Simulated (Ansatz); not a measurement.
Molecule: CH3Be (charge 0, doublet). It need not be the lowest isomer of its formula. SMILES: [Be][CH3]
Coordinates optimised at B3LYP-D3(BJ)/def2-TZVP (Ansatz, a first-principles code):
```xyz
5

Be    -0.9099    -0.5264    -0.6938
C      0.3079     0.1781     0.2348
H      0.8673    -0.5750     0.8002
H     -0.1013     0.8929     0.9569
H      1.0265     0.7190    -0.3903
```
Charge 0, spin multiplicity 2.

Atomisation energy built up term by term with Ansatz (kcal/mol; UHF references for open shells; valence terms freeze the core; atomic spin-orbit terms are left out; no core correlation term is included; no scalar relativity (X2C) term is included). CBS marks a two-point X^-3 extrapolation of the correlation energy; Hartree-Fock from the larger set.

```json
[
 {"term": "Hartree-Fock", "basis": "def2-QZVPPD", "kcal/mol": "286.65"},
 {"term": "CCSD correlation", "basis": "CBS(def2-TZVPPD,def2-QZVPPD)", "kcal/mol": "(withheld)"},
 {"term": "(T)", "basis": "CBS(def2-TZVPPD,def2-QZVPPD)", "kcal/mol": "(withheld)"},
 {"term": "sum: De", "basis": "", "kcal/mol": "(withheld)"}
]
```

Q: Fill in the missing entries.

A: 
- CCSD correlation, kcal/mol: 66.99
- (T), kcal/mol: 4.42
- sum: De, kcal/mol: 358.1
